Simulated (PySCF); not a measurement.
Constitutional and geometric isomers with formula H4B2N2. Gas-phase values, no solvent. One relaxed conformer stands for each flexible species; it need not be the lowest. Strings in code marks are SMILES.

The T1 excitation (TDA) from two functionals at the same geometries (PBE0-D4/def2-TZVP), both in PySCF: PBE-D3(BJ)/def2-TZVP and B3LYP-D3(BJ)/def2-TZVP. B3LYP has the VWN-RPA correlation part, as in Gaussian. Excitations are Tamm–Dancoff values on a coarser integration grid. The basis has no diffuse functions, so Rydberg states are missing or too high.

```json
[
 {"species": "`B=NBN`", "PBE-D3(BJ)/def2-TZVP (eV)": "4.79", "B3LYP-D3(BJ)/def2-TZVP (eV)": "5.16"},
 {"species": "`BNB=N`", "PBE-D3(BJ)/def2-TZVP (eV)": "4.60", "B3LYP-D3(BJ)/def2-TZVP (eV)": "5.22"},
 {"species": "`N=BBN`", "PBE-D3(BJ)/def2-TZVP (eV)": "4.48", "B3LYP-D3(BJ)/def2-TZVP (eV)": "4.79"}
]
```

Over these rows, drawn at random from the members with no instability flagged (it was tested for open shells, ions and some series alone), PBE minus B3LYP-D3(BJ): mean -0.44 eV, from -0.63 eV to -0.32 eV.
